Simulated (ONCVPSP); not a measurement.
boron (B), ONCV: configuration errors across variants

- Element: B (Z = 5)
- Generator: ONCVPSP 4.0.1
- Type: optimised norm-conserving Vanderbilt (ONCV)
- Functional: PBE
- Relativity: scalar-relativistic
- Frozen core: [He]
- Valence charge: 3
- Reference configuration: 2s2 2p1
- Partial waves: 2s: rc 1.05 bohr, ncon 4, nbas 9, qcut 7.6 1/bohr, local; 2p: rc 2.75 bohr, ncon 3, nbas 7, qcut 5.6 1/bohr, 2 projectors, debl 1.5 Ha; d scattering state at 0.1 Ha: rc 2.10 bohr, ncon 4, nbas 8, qcut 3.9 1/bohr, 2 projectors, debl 3.3 Ha
- Local potential: the s channel
- Core correction: Teter function fitted to the true core (icmod 2), fcfact 0.5

All-electron excitation energies from the reference (eV): (1) 2s2 2p0 8.219; (2) 2s1 2p0 33.642; (3) 2s2 2p0.5 2.887; (4) 2s1 2p1 14.361.

2 further variants failed, have other tests or too few solved ones, and are left out.

Errors AE − PS in meV (a dash: test not solved or not reliable):

| change | (1) | (2) | (3) | (4) | bound ghosts | GHOST(+) flags above zero |
| --- | --- | --- | --- | --- | --- | --- |
| base | +54 | +201 | +7.7 | -18 | none | none |
| all radii but the core radius scaled by about 1.08 (s 1.14, p 2.98, d 2.28 bohr) | +64 | +232 | +9.3 | -22 | none | none |
| all radii but the core radius scaled by about 1.19 (s 1.26, p 3.28, d 2.50 bohr) | +83 | +286 | +12 | -29 | none | none |

Q: Give the same row for: all radii but the core radius scaled by about 1.28 (s 1.34, p 3.52, d 2.68 bohr).

A: +104, +343, +16, -37; bound ghosts: none; GHOST(+) flags above zero: none.
